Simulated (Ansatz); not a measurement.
System: CClF2 (charge 0, doublet). It need not be the lowest isomer of its formula. 
Geometry from a B3LYP-D3(BJ)/def2-TZVP (Ansatz, an electronic-structure program) optimisation:
SMILES: F[C](Cl)F
```xyz
4

F     -0.6757    -0.8668    -1.0511
C     -0.5315    -0.0647    -0.0088
F     -0.7280    -0.7321     1.1165
Cl     0.9307     0.8693    -0.0315
```
Charge 0, spin multiplicity 2.

Basis-set convergence of Hartree-Fock and CCSD correlation energies (hartree) with Ansatz. Valence correlation only, unless marked. UHF or UKS for open shells. No spin-orbit coupling. No relativistic terms.

```csv
basis,functions,E(HF),"E(corr, CCSD)"
cc-pV(D+d)Z,65,-696.19918,-0.64020
cc-pV(T+d)Z,129,___,___
```

Task: Fill in the missing entries.

Result: 
- cc-pV(T+d)Z, E(HF): -696.29746
- cc-pV(T+d)Z, E(corr, CCSD): -0.83823
